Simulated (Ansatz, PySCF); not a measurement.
C₂H₆In, charge +1, singlet, at a GFN2-xTB geometry (such geometries of metal compounds can be far from the true shape) (all electrons, no relativity). Base run: CASSCF(6,6)/STO-3G (PySCF).

PySCF was given this input:
```python
from pyscf import gto, scf, mcscf
import numpy

mol = gto.Mole()
mol.atom = '''
    In   -0.000000   -0.000000   -0.000000
    C     1.765931    0.277401   -1.433680
    H     2.426341   -0.578843   -1.291481
    H     2.250420    1.215699   -1.160946
    H     1.352352    0.310228   -2.442338
    C    -1.765931   -0.277401    1.433680
    H    -2.250420   -1.215699    1.160946
    H    -2.426341    0.578843    1.291481
    H    -1.352352   -0.310228    2.442338
'''
mol.basis = 'sto-3g'
mol.charge = 1
mol.spin = 0
mol.verbose = 4
mol.build()

mf = scf.RHF(mol)
mf.kernel()
mc = mcscf.CASSCF(mf, 6, 6)
mc.fix_spin_(ss=0.0)
mc.kernel()
occ = numpy.linalg.eigvalsh(mc.fcisolver.make_rdm1(mc.ci, mc.ncas, mc.nelecas))[::-1]
ss = mc.fcisolver.spin_square(mc.ci, mc.ncas, mc.nelecas)[0]
print('natural occupations', occ.round(4), ' <S^2>', round(ss, 4))
```

Programs used: Ansatz (a first-principles code), PySCF; a row that names a program was run with it.

Variants of this job, named by their change:

```tsv
change	ΔE vs base (mEh)	natural occupations	<S^2> of the state
base	0.000	2.00 1.96 1.93 0.08 0.02 0.01	0.00
correction = SC-NEVPT2	-108.5	2.00 1.96 1.93 0.08 0.02 0.01	0.00
start = MP2 natural orbitals	-15.921	1.98 1.97 1.93 0.07 0.02 0.02	0.00
active space = 8 electrons, 9 orbitals	-39.113	1.98 1.98 1.96 1.93 0.07 0.02 0.02 0.02 0.01	0.00
fix_spin_ = off	0.000	2.00 1.96 1.93 0.08 0.02 0.01	0.00
conv_tol = 1e-5	0.009	2.00 1.96 1.93 0.08 0.02 0.01	0.00
active space = 8 electrons, 7 orbitals	-16.914	2.00 1.98 1.97 1.93 0.07 0.02 0.02	0.00
active space = 2 electrons, 3 orbitals	22.561	1.95 0.05 0.00	0.00
code = ansatz; correction = SC-NEVPT2, all electrons	-109.9	-	-
active space = 6 electrons, 5 orbitals	34.828	2.00 2.00 1.98 0.01 0.01	0.00
solver = newton	-2.087	2.00 1.97 1.93 0.07 0.02 0.00	0.00
```

Active orbitals are taken around the Fermi level unless the row says otherwise; CASSCF can end in different local minima, and two programs can end on different orbitals. State-averaged rows give the lowest state.
